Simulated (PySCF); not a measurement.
CH₄ClFOSi, SMILES OC[Si@@H](F)Cl. Atoms are numbered in the order given.

```xyz
9

O     -2.1677     0.9976     0.2803
C     -1.6062    -0.2041    -0.2433
Si     0.1654    -0.4225     0.3849
F      0.7303    -1.9069    -0.0150
Cl     1.4095     0.9971    -0.4576
H     -2.2908     0.8727     1.2395
H     -1.5908    -0.1064    -1.3495
H     -2.2176    -1.1143    -0.0219
H      0.2288    -0.2821     1.8756
```

Coordinates come from a PBE-D3(BJ)/def2-SVP optimisation. The structure was generated by enumeration; whether it is a known compound was not checked. The values are those of a single conformer.

Level of theory: PBE/pcSseg-1 in PySCF.

GIAO shieldings, no solvent; atoms listed in one row are averaged. δ = σ(ref) − σ: ¹⁷O against H2O (σ = 334.3 ppm); ¹³C against TMS (σ = 182.0 ppm); ²⁹Si against TMS (σ = 335.4 ppm); ¹⁹F against CFCl3 (σ = 133.6 ppm); ³⁵Cl against HCl (σ = 936.5 ppm); ¹H against TMS (σ = 31.49 ppm), references at their B3LYP-D3(BJ)/def2-TZVP geometries, non-relativistic (without spin–orbit terms, shifts of atoms bonded to Cl or Br come out too high).

```tsv
nucleus	atoms	count	δ (ppm)
¹⁷O	O1	1	4.4
¹³C	C2	1	64.0
²⁹Si	Si3	1	13.8
¹⁹F	F4	1	-174.7
³⁵Cl	Cl5	1	72.5
¹H	H9	1	5.96
¹H	H8	1	4.34
¹H	H7	1	4.21
¹H	H6	1	-0.22
```
